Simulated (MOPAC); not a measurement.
Job for MOPAC: AM1 on CH6BN (SMILES BNC), a point of a bond scan (R = 1.312 Å).

```
AM1 1SCF PRECISE CHARGE=0 THREADS=1
CH6BN

B     -0.17377685 1     0.16935935 1     1.35984899 1
H     -1.04662609 1     0.51554608 1     2.09587791 1
H      0.90496525 1    -0.15002550 1     1.76046960 1
N     -0.42136335 1     0.13750334 1    -0.00246435 1
C      0.50465876 1    -0.25211116 1    -1.05318898 1
H     -1.33200836 1     0.40682345 1    -0.34423305 1
H      0.71253696 1     0.73126045 1    -1.89629586 1
H      0.12956168 1    -1.11043727 1    -1.61689155 1
H      1.45669201 1    -0.52592512 1    -0.60230554 1
```

It printed:

```
*******************************************************************************
 **                                                                           **
 **                              MOPAC v23.2.5                                **
 **                                                                           **
 *******************************************************************************
 ** MOPAC's Digital Object Identifier: https://doi.org/10.5281/zenodo.6511958 **
 **                                                                           **
 ** Please cite the open-source release paper for use of this MOPAC version:  **
 ** J. E. Moussa and J. J. P. Stewart (2026)                                  **
 ** MOPAC: An open-source semiempirical molecular orbital program             **
 ** J. Open Source Softw., 11(119), 8025, https://doi.org/10.21105/joss.08025 **
 *******************************************************************************

                              AM1 CALCULATION RESULTS

 *******************************************************************************
 *  AM1        - The AM1 Hamiltonian to be used
 *
 *
 *
 *                 CHARGE ON SYSTEM = 0
 *
 *
 *
 *  PRECISE    - TIGHTER CRITERIA TO BE USED
 *  1SCF       - DO 1 SCF AND THEN STOP
 *  THREADS=1  - MULTI-THREADING NOT USED
 *  T=         - A TIME OF 172800.0 SECONDS REQUESTED
 *  DUMP=N     - RESTART FILE WRITTEN EVERY 7200.0 SECONDS REQUESTED
 *******************************************************************************
AM1 1SCF PRECISE CHARGE=0 THREADS=1
 CH6BN

   ATOM   CHEMICAL          X               Y               Z
  NUMBER   SYMBOL      (ANGSTROMS)     (ANGSTROMS)     (ANGSTROMS)

     1       B         -0.17377685  *   0.16935935  *   1.35984899  *
     2       H         -1.04662609  *   0.51554608  *   2.09587791  *
     3       H          0.90496525  *  -0.15002550  *   1.76046960  *
     4       N         -0.42136335  *   0.13750334  *  -0.00246435  *
     5       C          0.50465876  *  -0.25211116  *  -1.05318898  *
     6       H         -1.33200836  *   0.40682345  *  -0.34423305  *
     7       H          0.71253696  *   0.73126045  *  -1.89629586  *
     8       H          0.12956168  *  -1.11043727  *  -1.61689155  *
     9       H          1.45669201  *  -0.52592512  *  -0.60230554  *



          CARTESIAN COORDINATES

    NO.       ATOM           X           Y           Z

     1         B         -0.1738      0.1694      1.3598
     2         H         -1.0466      0.5155      2.0959
     3         H          0.9050     -0.1500      1.7605
     4         N         -0.4214      0.1375     -0.0025
     5         C          0.5047     -0.2521     -1.0532
     6         H         -1.3320      0.4068     -0.3442
     7         H          0.7125      0.7313     -1.8963
     8         H          0.1296     -1.1104     -1.6169
     9         H          1.4567     -0.5259     -0.6023

  H: (AM1): M.J.S. DEWAR ET AL, J. AM. CHEM. SOC. 107 3902-3909 (1985)
  B: (AM1): M.J.S. DEWAR ET AL, ORGANOMETALLICS, 7, 513-521 (1988)
  C: (AM1): M.J.S. DEWAR ET AL, J. AM. CHEM. SOC. 107 3902-3909 (1985)
  N: (AM1): M.J.S. DEWAR ET AL, J. AM. CHEM. SOC. 107 3902-3909 (1985)

           Empirical Formula: C H6 N B  =     9 atoms



      MOLECULAR POINT GROUP   :   Cs


      RHF CALCULATION, NO. OF DOUBLY OCCUPIED LEVELS = 9


 -------------------------------------------------------------------------------
 AM1 1SCF PRECISE CHARGE=0 THREADS=1
 CH6BN



     1SCF WAS SPECIFIED, SO BFGS WAS NOT USED
     SCF FIELD WAS ACHIEVED


                              AM1 CALCULATION
                                                       MOPAC v23.2.5 Linux




          FINAL HEAT OF FORMATION =         -9.39617 KCAL/MOL =     -39.31358 KJ/MOL


          COSMO AREA              =         93.52 SQUARE ANGSTROMS
          COSMO VOLUME            =         75.35 CUBIC ANGSTROMS

          IONIZATION POTENTIAL    =         10.212134 EV
          HOMO LUMO ENERGIES (EV) =        -10.212  2.599
          NO. OF FILLED LEVELS    =          9
          MOLECULAR WEIGHT        =         42.8751         POINT GROUP:  Cs

          MOLECULAR DIMENSIONS (Angstroms)

            Atom       Atom       Distance
            H     7    H     2     4.36791
            H     3    H     6     2.93955
            H     2    H     8     1.86054


          SCF CALCULATIONS        =          1





   ATOM   CHEMICAL          X               Y               Z
  NUMBER   SYMBOL      (ANGSTROMS)     (ANGSTROMS)     (ANGSTROMS)

     1       B         -0.17377685  *   0.16935935  *   1.35984899  *
     2       H         -1.04662609  *   0.51554608  *   2.09587791  *
     3       H          0.90496525  *  -0.15002550  *   1.76046960  *
     4       N         -0.42136335  *   0.13750334  *  -0.00246435  *
     5       C          0.50465876  *  -0.25211116  *  -1.05318898  *
     6       H         -1.33200836  *   0.40682345  *  -0.34423305  *
     7       H          0.71253696  *   0.73126045  *  -1.89629586  *
     8       H          0.12956168  *  -1.11043727  *  -1.61689155  *
     9       H          1.45669201  *  -0.52592512  *  -0.60230554  *

                             CARTESIAN COORDINATES

   1    B       -0.173776850     0.169359350     1.359848990
   2    H       -1.046626090     0.515546080     2.095877910
   3    H        0.904965250    -0.150025500     1.760469600
   4    N       -0.421363350     0.137503340    -0.002464350
   5    C        0.504658760    -0.252111160    -1.053188980
   6    H       -1.332008360     0.406823450    -0.344233050
   7    H        0.712536960     0.731260450    -1.896295860
   8    H        0.129561680    -1.110437270    -1.616891550
   9    H        1.456692010    -0.525925120    -0.602305540


           Empirical Formula: C H6 N B  =     9 atoms



      MOLECULAR POINT GROUP   :   Cs


                  EIGENVALUES
 -35.52226 -26.32914 -20.59286 -16.70184 -14.42239 -14.29270 -12.58168 -10.95881
 -10.21213   2.59922   2.77469   3.41130   4.14466   4.38675   4.69476   5.25712
   7.01655   7.58098


              NET ATOMIC CHARGES AND DIPOLE CONTRIBUTIONS

  ATOM NO.   TYPE          CHARGE      No. of ELECS.   s-Pop       p-Pop
    1          B           0.128233        2.8718     1.21390     1.65786
    2          H          -0.037538        1.0375     1.03754
    3          H          -0.043853        1.0439     1.04385
    4          N          -0.373683        5.3737     1.47273     3.90095
    5          C          -0.084784        4.0848     1.24471     2.84008
    6          H           0.193518        0.8065     0.80648
    7          H           0.062704        0.9373     0.93730
    8          H           0.068347        0.9317     0.93165
    9          H           0.087056        0.9129     0.91294
 DIPOLE           X         Y         Z       TOTAL
 POINT-CHG.     0.070    -0.087    -1.152     1.157
 HYBRID        -0.304     0.006    -0.400     0.502
 SUM           -0.234    -0.081    -1.551     1.571


          ATOMIC ORBITAL ELECTRON POPULATIONS

     Atom    s        px        py        pz
    1  B   1.21390   0.70014   0.32445   0.63327
    2  H   1.03754
    3  H   1.04385
    4  N   1.47273   1.14021   1.63769   1.12306
    5  C   1.24471   0.94544   0.98212   0.91252
    6  H   0.80648
    7  H   0.93730
    8  H   0.93165
    9  H   0.91294

 **********************
 *                    *
 * JOB ENDED NORMALLY *
 *                    *
 **********************




 == MOPAC DONE ==
```

The run finished.

Cost: around 0.03 core-seconds (rough).
